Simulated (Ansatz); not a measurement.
The same atomization along the group B, Al, Ga, In.

Program: Ansatz. Geometries: PBE0-D4/def2-TZVP. ΔE: electronic, gas phase. CCSD(T)/CBS adds triple-zeta CCSD(T) − MP2 to the extrapolated MP2 energy (def2 sets, frozen cores). This one scheme is used for every species, atoms too. DFT in def2-TZVPP. No spin–orbit coupling; open shells (•) take unrestricted orbitals. Spin–orbit coupling would lower the free atoms: a little for Al, B, C; clearly for Ga; strongly for In. def2 core potentials past Kr. Bonds to Ga, In are less sure, by a few kJ/mol each and by 10 to 20 or more in all where they break to atoms, as the def2 sets lack core-valence functions. Scalar relativity is left out up to krypton.

```
                               reaction  MP2/CBS(def2) (kJ/mol)  LDA (SPW92) (kJ/mol)  ωB97M-V (kJ/mol)  PBE-D4 (kJ/mol)
  `[BH3-][NH2+]C` → B• + C• + 8 H• + N•                    3770                  4255              3790             3816
`C[NH2+][AlH3-]` → Al• + C• + 8 H• + N•                    3457                  3870              3480             3471
`C[NH2+][GaH3-]` → Ga• + C• + 8 H• + N•                    3370                  3810              3383             3387
`C[NH2+][InH3-]` → In• + C• + 8 H• + N•                    3237                  3687              3278             3267
```

(1) Give the CCSD(T)/CBS values in the same order. (Best estimate.)

Largest T1 diagnostic: 0.018, for Al•.

Results:

(1) Computed: 3767, 3475, 3390, 3274 kJ/mol.

For atomizations the MP2-based limit and the directly extrapolated one differ by several kJ/mol either way, and by 10 to 25 for some Ge, Se and Sn compounds, so smaller differences from it don't rank the levels.
